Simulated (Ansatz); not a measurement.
One change: `CBC` becomes `[CH3][InH][CH3]`.

Ansatz, PBE0-D4/def2-TZVP geometries, multiplicity 1. 

Elements past krypton have def2 core potentials.

```
                               property   `CBC`
  HOMO energy (ωB97M-V/def2-TZVPP) / eV  -10.97
  HOMO–LUMO gap (B3LYP/def2-TZVPP) / eV    7.65
HOMO–LUMO gap (ωB97M-V/def2-TZVPP) / eV   12.33
      HOMO energy (PBE/def2-TZVPP) / eV   -7.24
   HOMO–LUMO gap (PBE0/def2-TZVPP) / eV    8.05
  LUMO energy (ωB97M-V/def2-TZVPP) / eV    1.36
```

Task: What does the change do to each property? (Estimate.)

Result: The calculation gave: 
```csv
property,`[CH3][InH][CH3]`,shift
HOMO energy (ωB97M-V/def2-TZVPP) / eV,-9.36,1.61
HOMO–LUMO gap (B3LYP/def2-TZVPP) / eV,5.46,-2.19
HOMO–LUMO gap (ωB97M-V/def2-TZVPP) / eV,9.53,-2.80
HOMO energy (PBE/def2-TZVPP) / eV,-6.05,1.19
HOMO–LUMO gap (PBE0/def2-TZVPP) / eV,5.98,-2.07
LUMO energy (ωB97M-V/def2-TZVPP) / eV,0.16,-1.20
```

With PBE0 the HOMO rises by 1.45 eV and the LUMO falls by 0.63 eV, so the gap narrows by about 2.08 eV. PBE moves the HOMO by 1.19 eV and ωB97M-V by 1.61 eV.

B3LYP here is the variant with VWN-RPA as its local correlation; programs differ in this.
